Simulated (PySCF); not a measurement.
**From r²SCAN to CCSD(T): MY along the halogens**

r²SCAN and CCSD(T) in PySCF with def2-TZVPP on every atom (core potentials on Y, I), for the lowest determinant that a PBE0 search found; no spin–orbit coupling.

```tsv
molecule	state (unpaired electrons)	r²SCAN Re (Å)	r²SCAN ωe (cm⁻¹)	r²SCAN De (eV)	CCSD(T) Re (Å)	CCSD(T) ωe (cm⁻¹)	CCSD(T) De (eV)
YF	singlet (closed shell)	1.926	642	6.77	1.944	627	6.96
YCl	singlet (closed shell)	2.382	382	5.15	2.411	374	5.35
YBr	singlet (closed shell)	2.542	271	4.58	?	?	?
YI	singlet (closed shell)	2.767	214	3.78	2.799	210	4.08
```

Problem. Estimate the CCSD(T) values of YBr by adding the mean shift from r²SCAN to CCSD(T) of the other rows, and compare with the calculation.

Solution. The mean shifts are +2.6 pm, -9 cm⁻¹ and +0.23 eV, which give 2.568 Å, 262 cm⁻¹ and 4.81 eV. CCSD(T)/def2-TZVPP gives Re = 2.571 Å, ωe = 265 cm⁻¹, De = 4.81 eV.

Problem. What are the mean differences of r²SCAN from CCSD(T) over the whole series?

Solution. Re -2.7 pm, ωe +8 cm⁻¹, De -0.23 eV.

In a basis of this size CCSD(T) is itself not converged; it tends to give bonds that are too long and too weak.

Correlated steps freeze the inner cores (1 to 9 orbitals); shallow outer-core shells are correlated. The metal atom is held in its measured ground configuration; semilocal functionals can put another filling of s and d lower by some tenths of an eV, and De to that atom would be smaller. These are scalar-relativistic numbers at best; spin–orbit coupling would shift them, the dissociation energy most. Where the molecule has an RHF reference, its open-shell atoms are computed with UHF.
